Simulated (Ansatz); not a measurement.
Species: CH7ClNSi2 (charge -1, singlet). It need not be the lowest isomer of its formula. Whether it binds its extra electron was not tested at this geometry. 
Geometry from a B3LYP-D3(BJ)/def2-TZVP (Ansatz, an electronic-structure program) optimisation:
```xyz
12

Si     0.6047     0.2202    -0.5284
C      1.2665    -1.3659    -0.7795
Cl     1.3505     1.7484     0.9423
N     -1.0233     0.1018     0.1017
Si    -1.9615    -1.3123    -0.1182
H      0.6746     1.0915    -1.7346
H      2.0369    -1.5145    -1.5317
H      1.2733    -2.1118     0.0107
H     -1.3604     0.8170     0.7281
H     -3.3010    -1.0222     0.5009
H     -1.4902    -2.5486     0.5611
H     -2.2327    -1.6622    -1.5356
```
Charge -1, spin multiplicity 1.

Parts of the frozen-core correlation energy in 6-31G (Ansatz, hartree). Frozen orbitals: 17; correlated occupied orbitals by spin: 16 and 16; virtual: 38 and 38. No spin-orbit coupling. Non-relativistic.

```tsv
term	value
reference (HF)	-1133.62074
MP2 opposite-spin	(withheld)
MP2 same-spin	(withheld)
CCSD correlation	(withheld)
(T)	-0.00992
T1 diagnostic	0.013
largest doubles amplitude	0.053
```

Question: Some entries are withheld; supply them.

Answer: 
- MP2 opposite-spin, value: -0.27756
- MP2 same-spin, value: -0.07603
- CCSD correlation, value: -0.40054
